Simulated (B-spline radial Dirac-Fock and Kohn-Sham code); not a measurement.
# Sm: eigenvalues, ΔSCF and the reference

System: the Sm atom in the configuration [Xe] 4f4 5d2 6s2 (not the ground configuration).

The density-functional columns are spherical, spin-unpolarised Dirac-Kohn-Sham results without Breit or QED terms: −ε is minus the orbital energy of the initial state and ΔSCF the difference of two total energies. The reference in the last column comes from ΔSCF Dirac-Fock with Breit, self-energy and vacuum polarisation, finite nucleus, configuration average. All numbers are from a radial B-spline solver, in eV; a selection of levels is shown. The Kohn-Sham columns are given as differences from the reference. For the 1s level of heavy atoms much of the gap between ΔSCF and the reference is the Breit and QED part, -194.3 eV here; for other levels the error of the functional can be larger.

| level | PBE −ε − DF | PBE ΔSCF − DF | Dirac-Fock |
| --- | --- | --- | --- |
| 1s | -212.6 | +227.4 | 46852.0 |
| 2s | -132.8 | -54.1 | 7763.0 |
| 2p1/2 | -99.6 | +0.3 | 7332.9 |
| 2p3/2 | -106.8 | -16.4 | 6737.3 |
| 3s | -67.5 | -43.4 | 1752.5 |
| 3p1/2 | -54.1 | -28.5 | 1568.2 |
| 3p3/2 | -53.4 | -29.4 | 1445.5 |
| 3d3/2 | -34.0 | -6.0 | 1129.6 |
| 3d5/2 | -34.6 | -7.2 | 1103.8 |
| 4s | -31.6 | -21.2 | 378.4 |
| 4p1/2 | -24.8 | -14.6 | 305.9 |
| 4p3/2 | -24.7 | -14.9 | 278.7 |
| 4d3/2 | -12.0 | -2.6 | 157.7 |
| 4d5/2 | -12.0 | -2.7 | 152.9 |
| 4f | -5.3 | +2.5 | 19.64 |
| 5s | -9.1 | -3.6 | 59.18 |
| 5p1/2 | -4.8 | +0.3 | 36.36 |
| 5p3/2 | -4.8 | +0.1 | 32.29 |
| 5d | -2.7 | +0.9 | 6.52 |
| 6s | -1.1 | +1.5 | 5.32 |

Values without a named source are computed, but for edge energies of neutral atoms, which are taken from tables.
